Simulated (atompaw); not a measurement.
Before and after: PAW (atompaw) potential for Hf

| Quantity | Value |
| --- | --- |
| Element | hafnium |
| Generator | atompaw 4.2.0.5 |
| Type | PAW |
| Functional | LDA (PW92) |
| Relativity | scalar-relativistic |
| Frozen core | [Xe] |
| Valence charge | 18 |
| Reference configuration | 4f14 5d1 6s0 6p0 (charge +3) |
| Partial waves | 6s (bound, empty): rc 2.80 bohr; 6s channel at -1.05 Ry: rc 2.80 bohr; 6p (bound, empty): rc 2.70 bohr; 6p channel at 3.3 Ry: rc 2.80 bohr; 5d (bound): rc 2.80 bohr; 5d channel at -1.3 Ry: rc 2.80 bohr; 4f (bound): rc 0.65 bohr; 4f channel at 1.3 Ry: rc 0.65 bohr |
| Local potential | ultrasoft scheme with l = 4 at 1 Ry, radius 2.30 bohr |
| Core correction | smooth core density matched at 1.95 bohr |
| Augmentation charge | besselshape compensation charge, radius 2.65 bohr; PAW radius 2.80 bohr; waves and projectors: custom polynom vanderbiltortho |

All-electron outer shells of the reference configuration (LDA (PW92), scalar-relativistic, ld1.x):

```tsv
shell	level (eV)	outermost node (bohr)	outermost maximum (bohr)
5s	-94.58	0.55	1.01
5p	-62.80	0.60	1.16
4f	-44.52	–	0.45
5d	-27.43	0.66	1.59
6s	-26.11	1.34	2.52
6p	-19.24	1.58	3.04
```

Change: functional PBE.

Cutoffs: the cutoffs (Ry, on a coarse ladder) from which the occupation-weighted sum of valence levels, in a spherical-Bessel basis at the reference potential, stays within 10 and 1 mRy of its value at 400 Ry; they do not see the model core or the augmentation charge, which bear on the density cutoff.

Task: What does the change do?

Result: Both files keep a bound ghost (p, s); the range in which the d phases agree narrows (upper end at the end of the scan → 1.0).

```csv
quantity,base,changed
bound ghosts,"s, p","s, p"
s: phases at 2.81 bohr within 0.05 rad from the reference energy up to (Ry; the scan ends near 5),2.5,2.5
p: phases at 2.81 bohr within 0.05 rad from the reference energy up to (Ry; the scan ends near 5),4.9,4.9
d: phases at 2.81 bohr within 0.05 rad from the reference energy up to (Ry; the scan ends near 5),to the end of the scan,1.0
f: phases at 2.81 bohr within 0.05 rad from the reference energy up to (Ry; the scan ends near 5),n/a,3.7
lowest overlap eigenvalue by channel,"s 0.06, p 0.11, d 0.92, f 1.00","s 0.07, p 0.11, d 0.92, f 1.00"
```

 A true bound ghost makes a file unfit for plane-wave use even where its test errors are small: the radial tests pick states by their node count and pass the ghost by. The cutoffs see the waves, projectors and local potential, not the compensation charge or the core.
